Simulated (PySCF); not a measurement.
**Stationary points of LuSF**

These are results of PBE0/[Lu def2-SVP with ECP28, S def2-SVP, F def2-SVP], scalar-relativistic core potentials, density fitting, no spin–orbit coupling, PySCF, not measurements.

Relaxations began from a few typed shapes. The search is not exhaustive: other isomers or separated fragments can lie lower, and high-lying points may rest on an excited occupation.

(1) Which is the lowest minimum found?
A. singlet C∞v: Lu–F 1.984 Å, Lu–S 2.318 Å; F–Lu–S 180.0°
B. singlet Cs: Lu–F 1.926 Å, Lu–S 2.270 Å; F–Lu–S 114.6°

## Answers

(1) B. The others lie at 52.1 (singlet C∞v, a saddle point) kJ/mol above it.

Formally Lu is in oxidation state +3, d0. The polar-tensor charge on Lu, 1.43, is far below the formal one.
